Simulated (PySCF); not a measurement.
**An isoelectronic set: 72 electrons**

CCSD(T) in PySCF with x2c-SVPall on every atom, spin-free X2C, for the lowest determinant that a PBE0 search found; no spin–orbit coupling. All have 72 electrons, 8 of them in the valence shells, and the same state, a singlet (closed shell). For ions De leads to the atom and ion picked by measured ionisation energies and electron affinities.

| species | difference of nuclear charges | Re (Å) | ωe (cm⁻¹) | k (mdyn/Å) | De (eV) | dissociates to |
| --- | --- | --- | --- | --- | --- | --- |
| CaTe | 32 | 2.740 | 270 | 1.31 | 1.68 | Ca + Te |
| KI | 34 | 3.104 | 185 | 0.599 | 3.14 | K + I |
| BaS | 40 | 2.554 | 363 | 2.02 | 3.25 | Ba + S |
| CaI⁺ | 33 | 2.754 | 281 | 1.41 | 2.74 | Ca⁺ + I |

Q: Which member of the whole set has the stiffest bond, and how does it compare with the softest?

A: BaS with k = 2.02 mdyn/Å, 3.4 times that of KI.

Correlated steps freeze 23 core orbitals. Correlated levels converge slowly with the basis: in double zeta they bind strong bonds too weakly, by up to about 1 eV, and carry superposition errors of some tenths. These are scalar-relativistic numbers at best; spin–orbit coupling would shift them, the dissociation energy most. For an ion De counts to the pair picked by the measured ionisation energies or electron affinities, which need not be the lowest pair at this level. Where the molecule has an RHF reference, its open-shell atoms are computed with UHF. The CCSD T1 diagnostic is raised in BaS, CaTe, a sign that a single reference may not be enough there.
